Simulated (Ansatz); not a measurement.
Cl2H4OSi2 can be A, `Cl[SiH2]O[SiH2]Cl`, or B, `[SiH3]O[SiH](Cl)Cl`.

Computed with Ansatz on PBE0-D4/def2-TZVP structures; ΔE is electronic, products minus reactants. CCSD(T)/CBS adds triple-zeta CCSD(T) − MP2 to the extrapolated MP2 energy (def2 sets, frozen cores). Functionals use def2-TZVPP. B3LYP here is the variant with VWN-RPA as its local correlation; programs differ in this. One conformer a species, not always the lowest.

(1) Which is lower in electronic energy at CCSD(T)/CBS, and by how much? (Best estimate.)

(2) Give E(B) − E(A) in kcal/mol with PBE-D4, B3LYP-D4, MP2/def2-TZVPP, BLYP-D4, PBE0-D4, CCSD(T)/def2-TZVPP, CCSD/def2-TZVPP. (Best estimate.)

(3) Does the order hold for the free energy at 298.15 K (harmonic terms from PBE0-D4)? (An estimate is asked.)

Largest T1 diagnostic: 0.010.

## Answers

(1) Computed: A, by 0.7 kcal/mol.

(2) Computed: PBE-D4 0.4, B3LYP-D4 0.6, MP2/def2-TZVPP 0.5, BLYP-D4 0.4, PBE0-D4 0.5, CCSD(T)/def2-TZVPP 0.6, CCSD/def2-TZVPP 0.8. None reverses the order clearly.

(3) Computed: Too close to call: G(B) − G(A) = -0.4 kcal/mol, for one conformer each. Modes under 60 cm⁻¹, often nearly free rotors, make the harmonic entropy too high.

Leaving LDA and LC-ωPBE aside and taking each functional with its dispersion term where it has one, the values, not all of them listed here, spread over 0.5 kcal/mol, from B97M-V to BHLYP-D4.
